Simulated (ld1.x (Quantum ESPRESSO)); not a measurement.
## lanthanum: variants of one PAW potential

Base potential:

```json
{
 "Element": "La",
 "Generator": "ld1.x (Quantum ESPRESSO) 7.5",
 "Type": "PAW",
 "Functional": "PBE",
 "Relativity": "scalar-relativistic",
 "Frozen core": "[Kr] 4d10",
 "Valence charge": "11",
 "Reference configuration": "4f0 5s2 5p6 5d1 6s2 6p0",
 "Partial waves": "5s (bound): rcut 2.50, rcutus 2.65 bohr; 6s (bound): rcut 2.50, rcutus 2.65 bohr; 5p (bound): rcut 2.50, rcutus 3.05 bohr; 6p (bound, empty): rcut 2.50, rcutus 3.05 bohr; 5d (bound): rcut 2.35, rcutus 3.00 bohr; 5d channel at 1.45 Ry: rcut 2.35, rcutus 3.00 bohr; 4f (bound, empty): rcut 1.45, rcutus 1.75 bohr; 4f channel at 0.15 Ry: rcut 1.45, rcutus 1.75 bohr",
 "Local potential": "all-electron potential smoothed inside 2.15 bohr (lloc = -2)",
 "Core correction": "a·sin(br)/r model core, default radius (ld1.x builds one for every PAW set, though the input has nlcc=.false.)",
 "Augmentation charge": "BESSEL, radius 1.50 bohr"
}
```

Cutoffs, loose and tight: the cutoffs (Ry, on a coarse ladder) from which the occupation-weighted sum of valence levels, in a spherical-Bessel basis at the reference potential, stays within 10 and 1 mRy of its value at 400 Ry. They do not see the model core or the augmentation charge, which bear on the density cutoff. Test errors are all-electron minus pseudo excitation energies from the reference, over the configurations 4f0 5s2 5p6 5d1 6s1 6p0; 4f0 5s2 5p6 5d1 6s0 6p0; 4f0 5s2 5p6 5d0 6s0 6p0; 4f1 5s2 5p6 5d0 6s1 6p0; 4f0 5s2 5p6 5d0 6s2 6p1; 4f0 5s2 5p6 5d1.5 6s1.5 6p0; 4f0 5s2 5p6 5d1 6s0 6p1. A dash means not determined; rows that change the core or the reference have their own tests. The largest error is taken over the tests solved by every variant that gives reliable tests at all: 4f0 5s2 5p6 5d0 6s0 6p0; 4f0 5s2 5p6 5d1 6s0 6p0; 4f0 5s2 5p6 5d1 6s1 6p0; 4f1 5s2 5p6 5d0 6s1 6p0.

Cutoffs are not given where the Bessel-basis levels miss the radial ones by over 6 mRy, ghosts where they miss by over 20 mRy; a channel whose overlap is not positive is not tested.

The default core radius of the base comes out at 1.14 bohr.

A file whose overlap is not positive is unfit for use, and its test errors describe a broken file.

```csv
change,outcome,bound ghosts,largest test error (meV)
base,"generated, overlap not positive",not determined (overlap not positive),-85
core correction a·sin(br)/r model core inside 0.70 bohr,"generated, overlap not positive",not determined (overlap not positive),+115
core correction a·sin(br)/r model core inside 0.84 bohr,"generated, overlap not positive",not determined (overlap not positive),+110
core correction a·sin(br)/r model core inside 1.10 bohr,"generated, overlap not positive",not determined (overlap not positive),+72
core correction a·sin(br)/r model core inside 1.18 bohr,"generated, overlap not positive",not determined (overlap not positive),+55
core correction a·sin(br)/r model core inside 1.36 bohr,"generated, overlap not positive",not determined (overlap not positive),+24
core correction a·sin(br)/r model core inside 1.62 bohr,"generated, overlap not positive",not determined (overlap not positive),-45
core correction a·sin(br)/r model core inside 1.70 bohr,"generated, overlap not positive",not determined (overlap not positive),-54
core correction a·sin(br)/r model core inside 1.88 bohr,"generated, overlap not positive",not determined (overlap not positive),-71
core correction a·sin(br)/r model core inside 2.14 bohr,"generated, overlap not positive",not determined (overlap not positive),-81
```
